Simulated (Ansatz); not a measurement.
Computed with Ansatz on PBE0-D4/def2-TZVP structures; ΔE is electronic, products minus reactants. CBS: MP2 limit from def2 TZ/QZ plus the TZ coupled-cluster correction, frozen cores. This one scheme is used for every species, atoms too. Open shells (•) are unrestricted, without spin–orbit coupling. Spin–orbit coupling would lower the free atoms: a little for Cl, F, O; clearly for Ga. Bonds to Ga are less sure, by a few kJ/mol each and by 10 to 20 or more in all where they break to atoms, as the def2 sets lack core-valence functions. Scalar relativity is left out up to krypton.

Reaction (atomization): `[O][Ga]([F])[Cl]`• → Cl• + F• + Ga• + O•

| species | CCSD(T)/CBS(def2) energy (Eh) |
| --- | --- |
| `[O][Ga]([F])[Cl]`• | -2558.70919 |
| Cl• | -459.70966 |
| F• | -99.66871 |
| Ga• | -1923.88713 |
| O• | -75.00631 |

Work out ΔE.

ΔE = (-459.70966) + (-99.66871) + (-1923.88713) + (-75.00631) − (-2558.70919) = 0.43738 Eh = +1148.3 kJ/mol.

Largest T1 diagnostic among the species: 0.014.

From BLYP to BHLYP (50 % exact exchange), in def2-TZVPP and without D4, ΔE moves by −68.4 kJ/mol: exact exchange takes away binding that semilocal exchange gives to molecules. At CCSD(T), def2-SVP lies −87.3 kJ/mol from the extrapolated value and def2-TZVPP −27.6 kJ/mol: correlation converges slowly with the basis, and small sets miss more of it in the bonded molecule than in its fragments.

For atomizations the MP2-based limit and the directly extrapolated one differ by several kJ/mol either way, and by 10 to 25 for some Ge, Se and Sn compounds, so smaller differences from it don't rank the levels.
